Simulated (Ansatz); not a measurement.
CH4NO (SMILES [NH3+]C=O), charge +1, singlet, at a GFN2-xTB geometry; CCSD(T)/def2-SV(P) (Ansatz, a first-principles code).

Input for Ansatz:
Ansatz 0.2 input:
```yaml
crystal:
  periodic: [false, false, false]
  atoms:
    - {symbol: N, position_ang: [-1.07973113, 0.24380716, 0.15769898]}
    - {symbol: C, position_ang: [0.40675026, 0.24389944, -0.26491881]}
    - {symbol: O, position_ang: [1.09476993, -0.62780535, 0.07307325]}
    - {symbol: H, position_ang: [-1.30225326, 1.08418749, 0.71279708]}
    - {symbol: H, position_ang: [-1.69531096, 0.23783329, -0.66989687]}
    - {symbol: H, position_ang: [-1.26948531, -0.59863573, 0.72730400]}
    - {symbol: H, position_ang: [0.62650641, 1.12901100, -0.86917020]}
basis:
  gaussian:
    orbitals: def2-SV_P_.json
total_charge: 1
magnetization: {spin_polarized: false}
correlation: {method: ccsd_t, diis_vectors: 2}
```
The basis file holds def2-SV(P) in the JSON format of the Basis Set Exchange.

Task: Predict the main parts of the log of this Ansatz run.

Result: 
```
Functional definition: HF
543 factors; integrals over basis functions are off by at most 1.0e-3 eV
mean field evaluation 1: about -4595.5614 eV, gradient 5.2e1 eV
mean field evaluation 2: about -4595.5646 eV, gradient 5.2e1 eV
mean field evaluation 4: about -4601.0573 eV, gradient 4.8e0 eV
mean field evaluation 8: about -4601.1438 eV, gradient 3.2e-1 eV
mean field evaluation 16: about -4601.0514 eV, gradient 4.8e0 eV
mean field -4601.14449654 eV, -169.0889414800 hartree, gradient 1.2e-6 eV, S^2 0.000000; 0 other end points of the search recorded, 0 dependent functions left out
3 core orbitals not correlated
reference -4601.14449654 eV, -169.0889414800 hartree; 9, 9 occupied and 38, 38 virtual orbitals, 543 factors
second order -12.63428154 eV of doubles, -0.00000000 eV of singles
cycle   1  -12.74330682 eV  change   -1.1e-1 eV  update   9.1e-2
cycle   2  -13.11126011 eV  change   -3.7e-1 eV  update   2.9e-2
cycle   3  -13.22919769 eV  change   -1.2e-1 eV  update   1.5e-2
cycle   4  -13.22831346 eV  change    8.8e-4 eV  update   3.3e-3
cycle   5  -13.23055260 eV  change   -2.2e-3 eV  update   1.3e-3
cycle   6  -13.22831696 eV  change    2.2e-3 eV  update   4.0e-4
cycle   7  -13.22787451 eV  change    4.4e-4 eV  update   1.8e-4
cycle   8  -13.22755126 eV  change    3.2e-4 eV  update   7.4e-5
cycle   9  -13.22742899 eV  change    1.2e-4 eV  update   3.5e-5
cycle  10  -13.22738904 eV  change    4.0e-5 eV  update   1.5e-5
cycle  11  -13.22737625 eV  change    1.3e-5 eV  update   7.2e-6
perturbative correction -0.37310547 eV, -0.0137113733 hartree
Total energy: -4614.74497827 eV, -169.5887499648 hartree
```
